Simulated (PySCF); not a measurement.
Diatomic cations of Hg with the fifth-period p block

PBE0 with double-zeta basis sets in PySCF, for the lowest determinant that a PBE0 search found; no spin–orbit coupling. De refers to high-spin ground-configuration atoms (the charge goes to the atom of lower measured ionisation energy or higher electron affinity, which is not always the lowest computed limit). A positive dipole points towards Hg; it is taken about the centre of mass and depends on that origin.

| M | basis | charged atom | state (unpaired electrons) | Re (Å) | ωe (cm⁻¹) | De (eV) | μ (D) |
| --- | --- | --- | --- | --- | --- | --- | --- |
| In | def2-SVP | In+ | singlet (closed shell) | 3.209 | 67.7 | 0.41 | -5.90 |
| Sn | def2-SVP | Sn+ | doublet (π ↑) | 2.931 | 103 | 0.94 | -3.31 |
| Sb | def2-SVP | Sb+ | triplet (π ↑↑) | 2.787 | 132 | 1.66 | -1.28 |
| I | def2-SVP | Hg+ | singlet (closed shell) | 2.600 | 186 | 1.92 | 2.50 |

The shortest bond is that of HgI⁺ (2.600 Å), the longest that of InHg⁺ (3.209 Å). HgI⁺ is bound most strongly (1.92 eV) and InHg⁺ least (0.41 eV).

The state changes along the series, so neighbouring rows are not always alike in their bonding.

Closed-shell solutions of metal pairs were not tested for spin polarisation, which can lower them a little. Weak bonds: InHg⁺. Basis-set superposition, not corrected here, can be much of De in a small basis, most of all at correlated wavefunction levels. Spin–orbit coupling is left out, which matters for elements this heavy, above all for dissociation energies. For an ion De counts to the pair picked by the measured ionisation energies or electron affinities, which need not be the lowest pair at this level. States were picked by a PBE0 search and need not be the measured ground states.
